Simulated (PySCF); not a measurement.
**NMR parameters of [CrO4]2-**

[CrO4]2-, point group Td.

Geometry (Å), atoms numbered from 1 in this order:
```xyz
5

Cr   -0.0006    0.0001    0.0002
O     0.0169   -0.0178    1.6253
O     1.5256    0.0084   -0.5550
O    -0.7733    1.3321   -0.5206
O    -0.7687   -1.3227   -0.5498
```

Total charge -2.

GIAO calculations in PySCF 2.14.0 with density-fitted response routines on the PBE0-D3(BJ)/def2-SVP structure: isolated species, non-relativistic, equivalent atoms averaged; basis pcSseg-1 (pcSseg-2 on Cr).

Q: Give the isotropic shieldings (ppm) with B3LYP, PBE, PBE0.

A: 
| atoms | environment | B3LYP | PBE | PBE0 |
| --- | --- | --- | --- | --- |
| Cr1 | Cr bonded to 4 O | -2841 | -2364 | -2893 |
| O2/O3/O4/O5 | oxygen bonded to Cr | -530.3 | -425.5 | -525.2 |
| HOMO–LUMO gap (eV) | – | 5.41 | 3.60 | 5.91 |

Q: And the chemical shifts, against references computed in the same way?

A: 
```
      atoms  nucleus, reference  B3LYP    PBE   PBE0
O2/O3/O4/O5            17O, H2O  864.3  760.1  859.7
```

Q: Which part of the shielding of Cr1 depends on the functional?

A: Diamagnetic: B3LYP 1813, PBE 1815, PBE0 1813 ppm; paramagnetic: B3LYP -4654, PBE -4179, PBE0 -4706 ppm. The diamagnetic part, set mainly by inner electrons, hardly moves; the paramagnetic part goes with low-lying magnetically allowed excitations and carries the spread.

Q: What couplings does PBE/pcJ-1 (pcSseg-1 on Cr) give?

A: 2J(O2,O3) = 4.5 Hz (averaged over equivalent pairs; isotopes 17O).

The ion is multiply charged and has no counter-ions or solvent here.

Unscaled 17O shifts of doubly bonded oxygen tend to come out too high, by tens of ppm or more. Experimental scales use liquid or dissolved standards, which lie at an offset from isolated H2O (liquid H2O: subtract about 36 ppm).
